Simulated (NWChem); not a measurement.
SiHBrClF; SMILES Br[SiH](Cl)F

```xyz
5

Si    -0.4584     0.5881     0.4394
F     -1.8195     0.8813    -0.3686
Cl     0.9274     1.9676    -0.1417
Br     0.2215    -1.4374    -0.0661
H     -0.7259     0.6972     1.8856
```
Atoms are numbered in this order, from 1.

Coordinates come from a PBE0/def2-SVP optimisation.

Q: List the 6 lowest vertical singlet excitations and the 6 lowest triplet ones from PBE/def2-SVP, full TDDFT (NWChem).

A: 
```tsv
state	energy (eV)	oscillator strength	leading excitation (squared amplitude)
S1	7.00	0.018	HOMO → LUMO (0.93)
S2	7.03	0.009	HOMO−1 → LUMO (0.94)
S3	7.37	0.001	HOMO → LUMO+1 (0.87)
S4	7.50	0.016	HOMO−2 → LUMO (0.75)
S5	7.62	0.012	HOMO−1 → LUMO+1 (0.53)
S6	7.75	0.002	HOMO−3 → LUMO (0.57)
T1	6.43	spin-forbidden	HOMO → LUMO (0.99)
T2	6.53	spin-forbidden	HOMO−1 → LUMO (0.98)
T3	7.01	spin-forbidden	HOMO−2 → LUMO (0.95)
T4	7.11	spin-forbidden	HOMO → LUMO+1 (0.75)
T5	7.23	spin-forbidden	HOMO−1 → LUMO+1 (0.76)
T6	7.37	spin-forbidden	HOMO−3 → LUMO (0.92)
```
